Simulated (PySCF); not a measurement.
Bond length, frequency and bond energy of NaGe⁺ by level of theory

State: ³Π (triplet), unpaired electrons σ ↑, π ↑. Set-up: PySCF, no relativity, basis sets Na def2-SVPD, Ge def2-SVPD. De refers to Na⁺ + Ge in their high-spin ground configurations, without counterpoise correction. The functionals are run spin-unrestricted. A positive dipole points towards Ge; it is taken about the centre of mass and depends on that origin. Levels whose curve was spin-contaminated or gave no clean fit are not listed.

```tsv
Level	Re (Å)	ωe (cm⁻¹)	De (eV)	μ (D)	CPU s a point (SCF and correlation, without the integrals)
UHF	3.312	110	0.463	-9.45	0.15
UHF-MP2	3.295	112	0.474	n/a	0.25
UHF-SCS-MP2	3.298	112	0.470	n/a	n/a
PBE	3.249	112	0.61	-8.51	0.69
PBEsol	3.235	113	0.60	-8.53	1.3
TPSS	3.260	112	0.57	-8.73	2.6
r²SCAN	3.259	112	0.52	-8.99	0.82
PBE0	3.231	115	0.56	-8.74	1
B97-3	3.248	115	0.495	-8.97	0.5
```

(1) What does a quarter of exact exchange do here, going from PBE to PBE0?

(2) What does the step from GGA to meta-GGA do here, going from PBE to r²SCAN?

(3) What does second-order correlation do here, going from UHF to UHF-MP2?

Correlated steps freeze 10 core orbitals. Correlated levels converge slowly with the basis: in double zeta they bind strong bonds too weakly, by up to about 1 eV, and carry superposition errors of some tenths. Spin–orbit coupling is left out. For an ion De counts to the pair picked by the measured ionisation energies or electron affinities, which need not be the lowest pair at this level. The state is the lowest determinant that a PBE0 search found; another state may lie lower at other levels.

The whole job (state search and all levels along the bond) took about 2.9 min on 1 thread of Arm Neoverse V2 (shared host), peak memory 0.65 GiB.

Results:

(1) PBE0 less PBE: -1.8 pm in Re, +2.7 % in ωe, -0.05 eV in De. Exact exchange removes part of the self-interaction that spreads semilocal densities, and in most molecules shortens and stiffens the bond and lowers De; so it does here.

(2) r²SCAN less PBE: +1.0 pm in Re, +0.0 % in ωe, -0.09 eV in De. 

(3) UHF-MP2 less UHF: -1.7 pm in Re, +1.8 % in ωe, +0.01 eV in De. Correlation nearly always deepens the well. The bond shortens, as in weak, metallic or heavy-atom bonds, where dispersion and the correlation of outer-core electrons pull the atoms together.
